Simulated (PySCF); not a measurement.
Si(Me)(Cl)3 cation (CH₃Cl₃Si), SMILES Cl[Si](C)(Cl)Cl (connectivity only; charge and spin as stated), charge +1, multiplicity 2.

Geometry optimised at B3LYP-D3(BJ)/def2-SVP. The spin state was assumed, not searched. The isomer is the one that the SMILES or the coordinates give; other isomers of the formula were not compared.

Calculation: SMD-ωB97X/def2-SVP in PySCF.

Solvation free energies are E(SMD) − E(gas) at the gas-phase geometry, for 1 M in both phases.

Computed solvation free energies in water, ethanol, 2-propanol:
| solvent | ΔG(solv) (kcal/mol) | its non-electrostatic (CDS) part |
|---|---|---|
| water | -54.9 | 2.8 |
| ethanol | -57.9 | -2.0 |
| 2-propanol | -57.3 | -2.1 |
